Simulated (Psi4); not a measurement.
Internal rotation in CH5Cl3GeSi, SMILES Cl[Si](Cl)([CH2][GeH3])Cl. Scanned: dihedral Cl1–Si2–C5–Ge6; all other coordinates were relaxed at GFN2-xTB.

Geometry of the scan point at 30° (Å):
```
11

Cl    -2.2451    -1.2621     1.3076
Si    -1.5548     0.1082    -0.0099
Cl    -1.4228     1.9020     0.9112
Cl    -2.8472     0.2276    -1.5521
C      0.1339    -0.4968    -0.6254
Ge     0.2419    -2.4723    -0.6216
H      0.3223    -0.1314    -1.6341
H      0.9330    -0.1049     0.0030
H      0.3244    -3.0049     0.7667
H     -0.9336    -3.0759    -1.3119
H      1.4803    -2.8929    -1.3522
```

Computed with DF-MP2 (frozen core)/cc-pVTZ // GFN2-xTB (Psi4).

Scanned values (°): 0, 10, 20, 30, 40, 50, 60, 70, 80, 90, 100, 110.

Question: At which scan points does the profile have its minima and maxima, and how high do they lie?

Answer: Lower than their neighbours: 60° (0.00 kJ/mol). Higher than their neighbours: 0° (9.72 kJ/mol, end of the scan), 110° (9.17 kJ/mol, end of the scan). The whole profile spans 9.72 kJ/mol.
